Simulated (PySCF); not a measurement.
# Bi: excitation energy

Bi [Xe] 4f14 5d10 6s2 6p3 (4S) → Bi [Xe] 4f14 5d10 6s1 6p3 7s1 (6S), as a difference of total energies. Calculation: PySCF 2.14, in aug-cc-pVTZ-PP with ECP60MDF (6s5p4d2f, 55 functions); a scalar-relativistic core potential. Correlated levels: valence: 5s2 5p6 5d10 frozen. The calculations carry no spin-orbit coupling.

| method | excitation energy (eV) |
| --- | --- |
| UHF | 11.318 |
| MP2 (valence) | 12.106 |
| SCS-MP2 (valence) | 12.430 |
| CCSD (valence) | 12.210 |
| CCSD(T) (valence) | 12.243 |

Q: How much does correlation contribute at CCSD(T) (valence)?

A: 12.243 − (11.318) = 0.925 eV, measured against UHF.

Spin-orbit coupling is strong in these open shells (close to jj coupling). The scalar numbers leave it out and a first-order estimate fails, so it can dominate the gap to the real levels.

The upper state lies above the first ionisation limit. A Rydberg-like electron needs more diffuse functions than a valence basis has.

The promoted electron is Rydberg-like, and one or two diffuse shells describe it only roughly, which tends to raise the upper state.
